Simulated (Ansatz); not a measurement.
Mg, singlet; BLYP/6-31G* (Ansatz, a first-principles code).

The Ansatz input:
Ansatz 0.2 input:
```yaml
crystal:
  periodic: [false, false, false]
  atoms:
    - {symbol: Mg, position_ang: [0.00000000, 0.00000000, 0.00000000]}
basis:
  gaussian:
    orbitals: 6-31G*
hamiltonian:
  xc: blyp
accuracy: high
```

It wrote (shortened):

```
Functional definition: BLYP
140 factors; integrals over basis functions are off by at most 3.2e-9 eV
mean field evaluation 1: about -5444.0605 eV, gradient 1.0e0 eV
mean field evaluation 2: about -5444.0592 eV, gradient 1.0e0 eV
mean field evaluation 4: about -5444.0617 eV, gradient 5.9e-3 eV
mean field evaluation 8: about -5444.0617 eV, gradient 4.4e-6 eV
mean field -5444.06173955 eV, -200.0655788110 hartree, gradient 7.7e-9 eV, S^2 0.000000; 0 other end points of the search recorded, 0 dependent functions left out
reference -5444.06176787 eV, -200.0655798515 hartree; 6, 6 occupied and 13, 13 virtual orbitals, 140 factors
Total energy: -5444.06176787 eV, -200.0655798515 hartree
```
